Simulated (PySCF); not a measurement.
MoSCl4: computed shieldings and shifts

MoSCl4, Cl4MoS, point group C4v.

Cartesian coordinates in Å; atom numbers follow the order of the lines, from 1:
```xyz
6

Mo   -0.0002   -0.0001    0.0322
S     0.0021   -0.0105    2.0921
Cl    2.2167    0.0083   -0.5359
Cl   -0.0065    2.2226   -0.5157
Cl   -2.2178   -0.0037   -0.5334
Cl    0.0056   -2.2167   -0.5394
```

GIAO calculations in PySCF on the PBE0-D3(BJ)/def2-SVP structure: isolated species, scalar relativity only through the core potential, equivalent atoms averaged; basis pcSseg-1 (def2-TZVP on Mo).

Question: Give the isotropic shieldings (ppm) with KT2, PBE0.

Answer: 
| atoms | environment | KT2 | PBE0 |
| --- | --- | --- | --- |
| Cl3/Cl4/Cl5/Cl6 | chlorine bonded to Mo | 57 | 84 |
| S2 | sulfur bonded to Mo | -653 | -979 |
| HOMO–LUMO gap (eV) | – | 1.52 | 3.38 |

Question: And the chemical shifts, against references computed in the same way?

Answer: 
```tsv
atoms	nucleus, reference	KT2	PBE0
Cl3/Cl4/Cl5/Cl6	35Cl, HCl	886	860
S2	33S, CS2	1171	1475
```

Question: Which part of the shielding of Cl3/Cl4/Cl5/Cl6 depends on the functional?

Answer: Diamagnetic: KT2 1148, PBE0 1146 ppm; paramagnetic: KT2 -1092, PBE0 -1062 ppm. The diamagnetic part, set mainly by inner electrons, hardly moves; the paramagnetic part goes with low-lying magnetically allowed excitations and carries the spread.

Mo is described by an effective core potential, so it has no shielding of its own here; spin–orbit effects on the atoms bonded to it, which can be large, are absent, and the values of these neighbours are rough.
